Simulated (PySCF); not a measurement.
# Computed records: FH2Si

All values are calculated (PySCF 2.14.0). Calculation on a computer-drawn molecule: vertical ionisation energy to the stated ion spin, frozen-core CCSD(T) at the basis limit and cheaper methods, single-reference cases, UHF for radicals, no spin-orbit; all values are single points at the evaluated structure, the first of each entry, which is the reference or a displaced copy of it and isn't optimised; the reference structure only sets the zero of the energies above reference; triples share is (T) over the correlation energy.

Common to all runs: charge 1; multiplicity 1; ion multiplicity 2; diffuse functions no; basis cc-pV(n+d)Z; reference is the Hartree-Fock double-zeta minimum; best is HF at quadruple zeta + MP2 correlation extrapolated from triple and quadruple zeta + CCSD(T) minus MP2 at triple zeta; basis step is the size of the change from the same recipe one zeta lower.

```json
{"entry": 1, "formula": "FH2Si", "evaluated_structure": {"atoms_angstrom": [["F", -0.4761, 1.0231, 0.6], ["Si", 0.8537, 0.9717, 1.4031], ["H", 1.231, -0.2848, 1.9863], ["H", 1.6471, 2.3726, 1.5274]]}, "reference_structure": {"atoms_angstrom": [["F", -0.467, 1.0251, 0.6251], ["Si", 0.8621, 0.9942, 1.4253], ["H", 1.2307, -0.2919, 1.993], ["H", 1.5801, 2.255, 1.5114]]}, "given": {"drawn_bonds_atom": [1, 2, 2], "drawn_bonds_other_atom": [2, 3, 4], "drawn_bonds_order": [1, 1, 1]}, "results": {"ionisation_energy_best [eV]": 20.79, "ionisation_energy_basis_step [eV]": 0.02988, "energy_above_reference_best [kcal/mol]": 4.671, "energy_above_reference_basis_step [kcal/mol]": 0.07487, "triple_zeta_method": ["HF", "PBE", "r2SCAN", "B3LYP", "wB97X", "MP2", "CCSD", "CCSD(T)"], "triple_zeta_ionisation_energy [eV]": [20.06, 20.1, 20.24, 20.45, 20.61, 20.64, 20.73, 20.67], "triple_zeta_energy_above_reference [kcal/mol]": [5.699, 3.379, 4.282, 4.404, 4.7, 5.144, 4.795, 4.655], "ionisation_energy_Koopmans_at_triple_zeta [eV]": 20.97, "ionisation_energy_EOM_CCSD_at_triple_zeta [eV]": 20.75, "total_energy_HF_triple_zeta [hartree]": -389.3137, "total_energy_CCSD(T)_triple_zeta [hartree]": -389.6901, "total_energy_best [hartree]": -389.7563, "T1_diagnostic_at_triple_zeta": 0.01456, "D1_diagnostic_at_triple_zeta": 0.03825, "ion_T1_diagnostic_at_triple_zeta": 0.03723, "ion_D1_diagnostic_at_triple_zeta": 0.1456, "ion_spin_squared_at_triple_zeta": 0.8004, "triples_share_at_triple_zeta": 0.02762, "basis_functions_triple_zeta": 97}}
{"entry": 2, "formula": "FH2Si", "evaluated_structure": {"atoms_angstrom": [["F", -0.4761, 1.0231, 0.6], ["Si", 0.8537, 0.9717, 1.4031], ["H", 1.231, -0.2848, 1.9863], ["H", 1.6982, 2.4628, 1.5354]]}, "reference_structure": {"atoms_angstrom": [["F", -0.467, 1.0251, 0.6251], ["Si", 0.8621, 0.9942, 1.4253], ["H", 1.2307, -0.2919, 1.993], ["H", 1.5801, 2.255, 1.5114]]}, "given": {"drawn_bonds_atom": [1, 2, 2], "drawn_bonds_other_atom": [2, 3, 4], "drawn_bonds_order": [1, 1, 1]}, "results": {"ionisation_energy_best [eV]": 20.41, "ionisation_energy_basis_step [eV]": 0.03454, "energy_above_reference_best [kcal/mol]": 11.0, "energy_above_reference_basis_step [kcal/mol]": 0.09078, "triple_zeta_method": ["HF", "PBE", "r2SCAN", "B3LYP", "wB97X", "MP2", "CCSD", "CCSD(T)"], "triple_zeta_ionisation_energy [eV]": [19.58, 19.79, 19.9, 20.11, 20.24, 20.2, 20.34, 20.29], "triple_zeta_energy_above_reference [kcal/mol]": [12.98, 8.815, 10.35, 10.52, 11.18, 11.94, 11.22, 10.97], "ionisation_energy_Koopmans_at_triple_zeta [eV]": 20.49, "ionisation_energy_EOM_CCSD_at_triple_zeta [eV]": 20.38, "total_energy_HF_triple_zeta [hartree]": -389.3021, "total_energy_CCSD(T)_triple_zeta [hartree]": -389.6801, "total_energy_best [hartree]": -389.7462, "T1_diagnostic_at_triple_zeta": 0.01477, "D1_diagnostic_at_triple_zeta": 0.03824, "ion_T1_diagnostic_at_triple_zeta": 0.03326, "ion_D1_diagnostic_at_triple_zeta": 0.1252, "ion_spin_squared_at_triple_zeta": 0.79, "triples_share_at_triple_zeta": 0.02798, "basis_functions_triple_zeta": 97}}
{"entry": 3, "formula": "FH2Si", "evaluated_structure": {"atoms_angstrom": [["F", -0.4761, 1.0231, 0.6], ["Si", 0.8537, 0.9717, 1.4031], ["H", 1.231, -0.2848, 1.9863], ["H", 1.7017, 2.4689, 1.5359]]}, "reference_structure": {"atoms_angstrom": [["F", -0.467, 1.0251, 0.6251], ["Si", 0.8621, 0.9942, 1.4253], ["H", 1.2307, -0.2919, 1.993], ["H", 1.5801, 2.255, 1.5114]]}, "given": {"drawn_bonds_atom": [1, 2, 2], "drawn_bonds_other_atom": [2, 3, 4], "drawn_bonds_order": [1, 1, 1]}, "results": {"ionisation_energy_best [eV]": 20.38, "ionisation_energy_basis_step [eV]": 0.03476, "energy_above_reference_best [kcal/mol]": 11.49, "energy_above_reference_basis_step [kcal/mol]": 0.09049, "triple_zeta_method": ["HF", "PBE", "r2SCAN", "B3LYP", "wB97X", "MP2", "CCSD", "CCSD(T)"], "triple_zeta_ionisation_energy [eV]": [19.55, 19.77, 19.88, 20.09, 20.22, 20.17, 20.31, 20.26], "triple_zeta_energy_above_reference [kcal/mol]": [13.54, 9.242, 10.82, 10.99, 11.68, 12.46, 11.71, 11.45], "ionisation_energy_Koopmans_at_triple_zeta [eV]": 20.46, "ionisation_energy_EOM_CCSD_at_triple_zeta [eV]": 20.35, "total_energy_HF_triple_zeta [hartree]": -389.3012, "total_energy_CCSD(T)_triple_zeta [hartree]": -389.6793, "total_energy_best [hartree]": -389.7454, "T1_diagnostic_at_triple_zeta": 0.01479, "D1_diagnostic_at_triple_zeta": 0.03824, "ion_T1_diagnostic_at_triple_zeta": 0.03301, "ion_D1_diagnostic_at_triple_zeta": 0.1239, "ion_spin_squared_at_triple_zeta": 0.7893, "triples_share_at_triple_zeta": 0.028, "basis_functions_triple_zeta": 97}}
{"entry": 4, "formula": "FH2Si", "evaluated_structure": {"atoms_angstrom": [["F", -0.4761, 1.0231, 0.6], ["Si", 0.8537, 0.9717, 1.4031], ["H", 1.231, -0.2848, 1.9863], ["H", 1.8068, 2.6546, 1.5524]]}, "reference_structure": {"atoms_angstrom": [["F", -0.467, 1.0251, 0.6251], ["Si", 0.8621, 0.9942, 1.4253], ["H", 1.2307, -0.2919, 1.993], ["H", 1.5801, 2.255, 1.5114]]}, "given": {"drawn_bonds_atom": [1, 2, 2], "drawn_bonds_other_atom": [2, 3, 4], "drawn_bonds_order": [1, 1, 1]}, "results": {"ionisation_energy_best [eV]": 19.62, "ionisation_energy_basis_step [eV]": 0.03419, "energy_above_reference_best [kcal/mol]": 28.06, "energy_above_reference_basis_step [kcal/mol]": 0.005355, "triple_zeta_method": ["HF", "PBE", "r2SCAN", "B3LYP", "wB97X", "MP2", "CCSD", "CCSD(T)"], "triple_zeta_ionisation_energy [eV]": [18.59, 19.09, 19.15, 19.36, 19.4, 19.29, 19.52, 19.5], "triple_zeta_energy_above_reference [kcal/mol]": [32.81, 24.26, 27.12, 27.29, 29.16, 30.36, 28.55, 27.99], "ionisation_energy_Koopmans_at_triple_zeta [eV]": 19.48, "ionisation_energy_EOM_CCSD_at_triple_zeta [eV]": 19.59, "total_energy_HF_triple_zeta [hartree]": -389.2705, "total_energy_CCSD(T)_triple_zeta [hartree]": -389.6530, "total_energy_best [hartree]": -389.7190, "T1_diagnostic_at_triple_zeta": 0.01544, "D1_diagnostic_at_triple_zeta": 0.03825, "ion_T1_diagnostic_at_triple_zeta": 0.02744, "ion_D1_diagnostic_at_triple_zeta": 0.09337, "ion_spin_squared_at_triple_zeta": 0.7738, "triples_share_at_triple_zeta": 0.02892, "basis_functions_triple_zeta": 97}}
```
